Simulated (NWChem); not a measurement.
The numbers come from NWChem runs, not from measurements. System: H6InOP, charge 0, spin multiplicity 1, at a geometry optimised with B3LYP/def2-SVP with def2 effective core potentials on In. The structure started from a generated list of species. Level: RHF/def2-TZVP with def2 effective core potentials on In.

Input file:

```
start mol
memory heap 200 mb stack 800 mb global 1000 mb
geometry units angstroms nocenter noautoz noautosym
  In     0.139283     0.670995     0.387278
  H      0.416687     0.197912     2.023330
  H      1.009338     1.757536    -0.647335
  O     -1.749092     0.170300    -0.220731
  H     -2.011373     0.646858    -1.020078
  P      0.460227    -1.946148    -0.920801
  H     -0.106658    -1.906111    -2.221913
  H     -0.498708    -2.813766    -0.337974
  H      1.455197    -2.931371    -1.194767
end
basis spherical
  * library def2-tzvp
end
ecp
  In library def2-ecp
end
scf
  rhf
  nopen 0
  maxiter 100
  thresh 1e-7
  semidirect memsize 60000000 filesize 0
end
task scf energy
```

Part of the output:

```
             Northwest Computational Chemistry Package (NWChem) 7.3.0
             --------------------------------------------------------

                                NWChem Input Module
                                -------------------

 Scaling coordinates for geometry "geometry" by  1.889725989
 (inverse scale =  0.529177249)

                             Geometry "geometry" -> ""
                             -------------------------

 Output coordinates in angstroms (scale by  1.889725989 to convert to a.u.)

  No.       Tag          Charge          X              Y              Z
 ---- ---------------- ---------- -------------- -------------- --------------
    1 In                  49.0000     0.13928300     0.67099500     0.38727800
    2 H                    1.0000     0.41668700     0.19791200     2.02333000
    3 H                    1.0000     1.00933800     1.75753600    -0.64733500
    4 O                    8.0000    -1.74909200     0.17030000    -0.22073100
    5 H                    1.0000    -2.01137300     0.64685800    -1.02007800
    6 P                   15.0000     0.46022700    -1.94614800    -0.92080100
    7 H                    1.0000    -0.10665800    -1.90611100    -2.22191300
    8 H                    1.0000    -0.49870800    -2.81376600    -0.33797400
    9 H                    1.0000     1.45519700    -2.93137100    -1.19476700

 Effective nuclear repulsion energy (a.u.)     350.4435557247

            Nuclear Dipole moment (a.u.)
            ----------------------------
        X                 Y               Z
 ---------------- ---------------- ----------------
     0.0000359048    -0.0000132281     0.0000415740


 Summary of "ao basis" -> "" (spherical)
 ------------------------------------------------------------------------------
       Tag                 Description            Shells   Functions and Types
 ---------------- ------------------------------  ------  ---------------------
 *                         def2-tzvp                  on all atoms

 Summary of "ao basis" -> "ao basis" (spherical)
 ------------------------------------------------------------------------------
       Tag                 Description            Shells   Functions and Types
 ---------------- ------------------------------  ------  ---------------------
 In                        def2-tzvp                16       50   6s5p3d2f
 H                         def2-tzvp                 4        6   3s1p
 O                         def2-tzvp                11       31   5s3p2d1f
 P                         def2-tzvp                13       37   5s5p2d1f

                                 NWChem SCF Module
                                 -----------------

  ao basis        = "ao basis"
  functions       =   154
  atoms           =     9
  closed shells   =    25
  open shells     =     0
  charge          =   0.00
  wavefunction    = RHF
  use symmetry    = F
  symmetry adapt  = F

 Summary of "ao basis" -> "ao basis" (spherical)
 ------------------------------------------------------------------------------
       Tag                 Description            Shells   Functions and Types
 ---------------- ------------------------------  ------  ---------------------
 In                        def2-tzvp                16       50   6s5p3d2f
 H                         def2-tzvp                 4        6   3s1p
 O                         def2-tzvp                11       31   5s3p2d1f
 P                         def2-tzvp                13       37   5s5p2d1f
[...]
                 3     -608.3329867162  3.26D-02  5.29D-03     14.6
                 4     -608.3331208398  9.89D-04  1.30D-04     20.1
                 5     -608.3331209494  2.96D-07  4.05D-08     30.5
                 6     -608.3331209494  4.49D-09  8.76D-10     36.9

       Final RHF  results
       ------------------

         Total SCF energy =   -608.333120949443
      One-electron energy =  -1278.283130397526
      Two-electron energy =    487.545034550397
 Nuclear repulsion energy =    182.404974897686

        Time for solution =     30.6s

             Final eigenvalues
             -----------------

              1
    1  -79.9777
    2  -20.4958
    3   -7.5228
    4   -5.4170
    5   -5.4169
    6   -5.4161
    7   -5.3668
    8   -3.6283
    9   -3.6204
   10   -3.6201
   11   -1.2457
   12   -1.0174
   13   -1.0116
   14   -1.0095
   15   -1.0071
   16   -1.0030
   17   -0.8825
   18   -0.6043
   19   -0.5559
   20   -0.5534
   21   -0.5316
   22   -0.4524
   23   -0.4336
   24   -0.4072
   25   -0.3994
   26    0.0585
   27    0.0771
   28    0.1048
   29    0.1267
   30    0.1310
   31    0.1360
   32    0.1621
   33    0.1731
   34    0.2053
   35    0.2374

                       ROHF Final Molecular Orbital Analysis
                       -------------------------------------

 Vector   23  Occ=2.000000D+00  E=-4.336327D-01
              MO Center= -8.9D-01,  1.7D-01,  2.7D-01, r^2= 3.2D+00
   Bfn.  Coefficient  Atom+Function         Bfn.  Coefficient  Atom+Function
  ----- ------------  ---------------      ----- ------------  ---------------
    68      0.328126  4 O  px                71      0.302722  4 O  px
    74      0.229084  4 O  px                52     -0.166968  2 H  s

 Vector   24  Occ=2.000000D+00  E=-4.071735D-01
              MO Center=  2.5D-01, -8.2D-02, -5.1D-01, r^2= 4.7D+00
   Bfn.  Coefficient  Atom+Function         Bfn.  Coefficient  Atom+Function
  ----- ------------  ---------------      ----- ------------  ---------------
   115      0.254912  6 P  py               104      0.217435  6 P  s
    58     -0.205638  3 H  s                103      0.187780  6 P  s
    69      0.185365  4 O  py                72      0.165315  4 O  py
    59     -0.153806  3 H  s                118      0.152346  6 P  py

 Vector   25  Occ=2.000000D+00  E=-3.993936D-01
              MO Center=  2.0D-01,  1.9D-01,  4.6D-01, r^2= 4.5D+00
   Bfn.  Coefficient  Atom+Function         Bfn.  Coefficient  Atom+Function
  ----- ------------  ---------------      ----- ------------  ---------------
    52      0.225031  2 H  s                 12     -0.172234  1 In pz
    15      0.165387  1 In pz                58     -0.164678  3 H  s
   115     -0.163717  6 P  py                53      0.160577  2 H  s
    18      0.152089  1 In pz

 Vector   26  Occ=0.000000D+00  E= 5.845199D-02
              MO Center=  9.9D-02,  1.2D+00,  5.9D-01, r^2= 1.0D+01
   Bfn.  Coefficient  Atom+Function         Bfn.  Coefficient  Atom+Function
  ----- ------------  ---------------      ----- ------------  ---------------
    20      0.877720  1 In py                19     -0.671861  1 In px
   104      0.454293  6 P  s                118      0.248017  6 P  py
    21      0.236970  1 In pz                59     -0.157401  3 H  s
    16      0.152153  1 In px

 Vector   27  Occ=0.000000D+00  E= 7.707802D-02
              MO Center=  6.4D-01,  1.0D+00,  5.8D-01, r^2= 1.3D+01
   Bfn.  Coefficient  Atom+Function         Bfn.  Coefficient  Atom+Function
  ----- ------------  ---------------      ----- ------------  ---------------
    19      0.967143  1 In px                21      0.946310  1 In pz
    20      0.521451  1 In py               104      0.409457  6 P  s
    53     -0.387393  2 H  s                 16     -0.319311  1 In px
   118      0.200011  6 P  py                96      0.163142  5 H  s

 Vector   28  Occ=0.000000D+00  E= 1.048406D-01
              MO Center=  9.3D-02,  6.0D-01,  2.2D-01, r^2= 1.5D+01
   Bfn.  Coefficient  Atom+Function         Bfn.  Coefficient  Atom+Function
  ----- ------------  ---------------      ----- ------------  ---------------
    21      1.301249  1 In pz                20     -0.935892  1 In py
    59      0.671674  3 H  s                 53     -0.668206  2 H  s
    19     -0.534615  1 In px               145     -0.294412  8 H  s
    16      0.279435  1 In px                17      0.229582  1 In py
     6     -0.186521  1 In s                 18     -0.181474  1 In pz

 center of mass
 --------------
 x =   0.02868728 y =   0.16268460 z =   0.10154544

 moments of inertia (a.u.)
 ------------------
         885.830010616711          86.090103278270          -0.092489381444
          86.090103278270         433.084845960507        -326.163092136102
          -0.092489381444        -326.163092136102         919.553363976450

  Mulliken analysis of the total density
  --------------------------------------

    Atom       Charge   Shell Charges
 -----------   ------   -------------------------------------------------------
    1 In  21    20.30   0.38 -0.81  1.54  0.87  0.67  0.28 -0.41  6.39  0.56  0.56  0.05  8.94  1.06  0.15  0.05  0.00
    2 H    1     1.13   0.21  0.56  0.35  0.01
    3 H    1     1.13   0.21  0.56  0.35  0.01
    4 O    8     8.88   0.79  1.18  0.56  0.95  0.37  1.82  2.04  1.14  0.00  0.01  0.00
    5 H    1     0.68   0.25  0.34  0.04  0.05
    6 P   15    15.11   2.01  0.53  1.44  0.97  0.69  4.17  1.70  0.68  1.91  0.79  0.07  0.14  0.01
    7 H    1     0.92   0.24  0.53  0.14  0.02
    8 H    1     0.91   0.24  0.52  0.13  0.02
    9 H    1     0.94   0.24  0.53  0.16  0.02

       Multipole analysis of the density wrt the origin
       ------------------------------------------------

     L   x y z        total         open         nuclear
     -   - - -        -----         ----         -------
     0   0 0 0      0.000000      0.000000     50.000000

     1   1 0 0      0.765884      0.000000     -7.369752
     1   0 1 0     -0.539684      0.000000    -35.503921
     1   0 0 1     -0.721206      0.000000    -20.491739

     2   2 0 0    -37.960088      0.000000    127.397031
     2   1 1 0     -3.126691      0.000000    -56.991397
     2   1 0 1      0.940555      0.000000     -4.381264
     2   0 2 0    -29.896800      0.000000    322.071858
     2   0 1 1      2.088301      0.000000    140.442725
     2   0 0 2    -33.861909      0.000000    101.024059

 Task  times  cpu:       36.9s     wall:       36.9s

 Total times  cpu:       36.9s     wall:       36.9s
```
